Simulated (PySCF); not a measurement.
C3H9BO2, SMILES COCB(C)O. The structure is a stationary point at PBE-D3(BJ)/def2-SVP. This is a generated structure with no PubChem entry under its InChIKey; it may be hypothetical. The values are those of a single conformer.

Computed equilibrium geometry at PBE-D3(BJ)/def2-SVP (PySCF confirms it by a frequency run) as bond lengths and angles (one conformer of several):
Atoms: C1 O2 C3 B4 C5 O6 H7 H8 H9 H10 H11 H12 H13 H14 H15. Bonded distances (Å): C1–O2 1.402, C1–H7 1.120, C1–H8 1.108, C1–H9 1.120, O2–C3 1.408, C3–B4 1.585, C3–H10 1.127, C3–H11 1.126, B4–C5 1.586, B4–O6 1.364, C5–H12 1.109, C5–H13 1.110, C5–H14 1.113, O6–H15 0.975. Angles (°): O2–C1–H7 112.3, O2–C1–H8 108.1, O2–C1–H9 112.4, H7–C1–H8 108.4, H7–C1–H9 107.2, H8–C1–H9 108.4, C1–O2–C3 113.0, O2–C3–B4 113.9, O2–C3–H10 111.4, O2–C3–H11 111.6, B4–C3–H10 107.1, B4–C3–H11 108.7, H10–C3–H11 103.4, C3–B4–C5 119.7, C3–B4–O6 117.7, C5–B4–O6 122.5, B4–C5–H12 112.8, B4–C5–H13 113.9, B4–C5–H14 108.7, H12–C5–H13 108.1, H12–C5–H14 106.0, H13–C5–H14 106.8, B4–O6–H15 111.9.
Charge 0, spin multiplicity 1.
